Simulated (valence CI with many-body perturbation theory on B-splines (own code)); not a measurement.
E1 transitions of Cu XXIV

Calculated by configuration interaction combined with many-body perturbation theory (CI+MBPT): four valence electrons over a frozen Dirac-Fock core [He], radial functions for each j: 11 s, 11 p, 10 d, 8 f, 5 g, 2 h, with the one-electron correlation potential Σ1, the two-electron term Σ2, the three-electron term Σ3, Breit, model QED; selected CI, second order for the rest, scaled by the run's own slope (own B-spline code, finite nucleus).

No measured levels were compared; by estimate levels of excited configurations hold to 0.05 to 0.15 % of their energy, terms of the ground configuration to about 0.5 %. Among the levels kept, up to 1000 cm⁻¹ of a level comes from second order outside the variational space, and about a tenth of that is noise between levels of different J, which matters for small intervals.

Lines 101 to 150 of 542 in falling wavelength, among levels below 1499.2 eV, chosen from the strongest by gf and those to the six lowest levels. Wavelengths and rates use the calculated energies, so an error of 700 cm⁻¹ moves a line at 341.0 Å by 0.24 % and its rate by three times that or more. Electric multipoles are in the length gauge with retardation, E1 and E2 with the static RPA response of the core. Weak lines are less certain than strong ones. Lines between different terms over intervals too small for the method are left out, as are lines whose strength nearly cancels. Where a level lies close to another of its J and parity, the split of strength between their lines is uncertain. The highest levels of a list are the least certain.

Names give the largest LS component (configuration and term), which can be under half, so a name can repeat, a term be missing and a line seem to break the LS rules; names also repeat where a configuration has a term twice. Letters in brackets count levels of one name in rising energy.

| λ vac (Å) | Upper | Lower | A (s⁻¹) | S (a.u.) with core polarisation | S without |
| --- | --- | --- | --- | --- | --- |
| 341.0 | 2s2p²3d ³P_2 [a] | 2s2p²3p ³S°_1 [a] | 1.35e+09 | 1.32e-01 | 1.32e-01 |
| 340.1 | 2p³3s ⁵S°_2 [a] | 2s2p²3s ¹P_1 | 1.41e+09 | 1.37e-01 | 1.37e-01 |
| 338.4 | 2s2p²3d ³D_2 [e] | 2s2p²3p ³S°_1 [b] | 1.09e+09 | 1.04e-01 | 1.04e-01 |
| 332.5 | 2s2p²3p ⁵S°_2 | 2s2p²3s ⁵P_3 | 3.47e+09 | 3.15e-01 | 3.15e-01 |
| 328.5 | 2p³3p ³P_2 | 2p³3s ³D°_3 | 3.44e+09 | 3.01e-01 | 3.01e-01 |
| 324.5 | 2p³3s ⁵S°_2 [b] | 2s2p²3s ¹P_1 | 2.26e+09 | 1.91e-01 | 1.91e-01 |
| 316.5 | 2s²2p3p ¹D_2 | 2s²2p3s ¹P°_1 | 3.89e+09 | 3.05e-01 | 3.05e-01 |
| 309.1 | 2s2p²3p ¹P°_1 [a] | 2s2p²3s ³D_1 | 3.43e+09 | 1.50e-01 | 1.50e-01 |
| 300.4 | 2p³3p ¹D_2 | 2p³3s ¹D°_2 | 6.43e+09 | 4.30e-01 | 4.30e-01 |
| 294.4 | 2s2p²3p ³D°_3 [a] | 2s2p²3s ⁵P_3 | 1.45e+09 | 1.28e-01 | 1.28e-01 |
| 292.0 | 2s2p²3p ³P°_2 [b] | 2s2p²3s ³D_3 | 2.30e+09 | 1.41e-01 | 1.41e-01 |
| 289.3 | 2p³3p ³P_1 [b] | 2p³3s ³D°_1 | 3.36e+09 | 1.20e-01 | 1.21e-01 |
| 287.0 | 2s2p²3p ¹P°_1 [c] | 2s2p²3s ¹P_1 | 4.57e+09 | 1.60e-01 | 1.60e-01 |
| 278.6 | 2p³3p ³P_1 [b] | 2p³3s ³D°_2 | 3.48e+09 | 1.11e-01 | 1.12e-01 |
| 203.5 | 2s2p²3p ³D°_3 [b] | 2s2p²3s ³P_2 [a] | 2.18e+09 | 6.35e-02 | 6.36e-02 |
| 181.4 | 2p³3p ³F_4 | 2s2p²3p ³D°_3 [c] | 3.35e+09 | 8.89e-02 | 8.92e-02 |
| 180.6 | 2p³3s ³D°_3 | 2s2p²3s ³P_2 [b] | 7.32e+09 | 1.49e-01 | 1.49e-01 |
| 155.0 | 2s2p³ ³D°_3 | 2s²2p² ¹D_2 | 1.72e+09 | 2.22e-02 | 2.22e-02 |
| 154.6 | 2p⁴ ³P_2 | 2s2p³ ³S°_1 | 6.58e+09 | 6.01e-02 | 6.03e-02 |
| 153.4 | 2p⁴ ¹D_2 | 2s2p³ ¹P°_1 | 5.73e+09 | 5.10e-02 | 5.12e-02 |
| 146.6 | 2p³3p ¹F_3 | 2s2p²3p ³P°_2 [c] | 4.42e+09 | 4.81e-02 | 4.82e-02 |
| 140.5 | 2s2p²3p ¹F°_3 | 2s²2p3p ¹D_2 | 7.96e+09 | 7.63e-02 | 7.65e-02 |
| 139.5 | 2p³3s ³D°_2 | 2s2p²3s ³P_1 [b] | 1.26e+10 | 8.46e-02 | 8.49e-02 |
| 129.9 | 2p³3p ¹F_3 | 2s2p²3p ¹F°_3 | 6.50e+09 | 4.93e-02 | 4.94e-02 |
| 127.8 | 2s2p²3d ³G_5 | 2s²2p3d ³F°_4 | 4.60e+09 | 5.21e-02 | 5.23e-02 |
| 127.4 | 2s2p²3s ³D_3 | 2s²2p3s ³P°_2 | 1.12e+10 | 7.98e-02 | 8.00e-02 |
| 126.9 | 2p³3s ³D°_2 | 2s2p²3s ³D_3 | 8.34e+09 | 4.20e-02 | 4.21e-02 |
| 125.7 | 2s2p²3p ³F°_4 | 2s²2p3p ³D_3 | 6.04e+09 | 5.33e-02 | 5.35e-02 |
| 124.6 | 2p³3p ³F_3 | 2s2p²3p ³F°_3 | 1.03e+10 | 6.91e-02 | 6.93e-02 |
| 124.2 | 2p³3s ¹D°_2 | 2s2p²3s ¹D_2 | 2.68e+10 | 1.27e-01 | 1.27e-01 |
| 124.1 | 2p⁴ ³P_1 | 2s2p³ ³S°_1 | 1.95e+10 | 5.51e-02 | 5.53e-02 |
| 124.0 | 2p³3p ³D_3 | 2s2p²3p ¹F°_3 | 8.77e+09 | 5.78e-02 | 5.80e-02 |
| 123.6 | 2p³3p ³F_4 | 2s2p²3p ³F°_4 | 1.54e+10 | 1.29e-01 | 1.29e-01 |
| 121.9 | 2p⁴ ¹D_2 | 2s2p³ ¹D°_2 | 3.79e+10 | 1.69e-01 | 1.70e-01 |
| 121.4 | 2p³3s ³P°_2 | 2s2p²3s ³P_2 [b] | 3.27e+10 | 1.44e-01 | 1.45e-01 |
| 120.4 | 2s2p³ ³D°_3 | 2s²2p² ³P_2 | 7.43e+09 | 4.48e-02 | 4.50e-02 |
| 119.8 | 2p³3s ³D°_3 | 2s2p²3s ³D_3 | 1.58e+10 | 9.36e-02 | 9.40e-02 |
| 119.7 | 2p³3s ¹P°_1 | 2s2p²3s ¹P_1 | 2.15e+10 | 5.47e-02 | 5.49e-02 |
| 119.5 | 2s2p³ ³D°_2 | 2s²2p² ³P_1 | 1.22e+10 | 5.14e-02 | 5.15e-02 |
| 116.7 | 2p³3d ³D°_3 | 2s2p²3d ³F_4 [a] | 1.72e+10 | 9.43e-02 | 9.46e-02 |
| 115.2 | 2p³3s ³D°_3 | 2s2p²3s ³D_2 | 7.97e+09 | 4.21e-02 | 4.22e-02 |
| 114.5 | 2p³3d ⁵D°_3 | 2s2p²3d ⁵D_4 | 1.58e+10 | 8.18e-02 | 8.20e-02 |
| 113.5 | 2p³3d ³D°_2 | 2s2p²3d ³F_3 [a] | 1.22e+10 | 4.39e-02 | 4.41e-02 |
| 113.4 | 2s2p²3d ¹D_2 [d] | 2s2p²3p ³D°_3 [a] | 1.20e+10 | 4.33e-02 | 4.34e-02 |
| 112.7 | 2p³3p ⁵P_3 | 2s2p²3p ⁵D°_4 | 2.19e+10 | 1.08e-01 | 1.09e-01 |
| 112.6 | 2p³3d ⁵D°_4 | 2s2p²3d ⁵F_5 | 2.28e+10 | 1.45e-01 | 1.45e-01 |
| 112.0 | 2s2p²3d ³G_4 | 2s²2p3d ³F°_3 | 9.12e+09 | 5.69e-02 | 5.72e-02 |
| 111.5 | 2p³3s ⁵S°_2 [a] | 2s2p²3s ⁵P_3 | 1.25e+10 | 4.26e-02 | 4.28e-02 |
| 111.1 | 2p³3s ³S°_1 | 2s2p²3s ³P_2 [a] | 2.39e+10 | 4.86e-02 | 4.87e-02 |
| 110.8 | 2s2p²3p ³F°_3 | 2s²2p3p ³D_2 | 1.29e+10 | 6.06e-02 | 6.08e-02 |
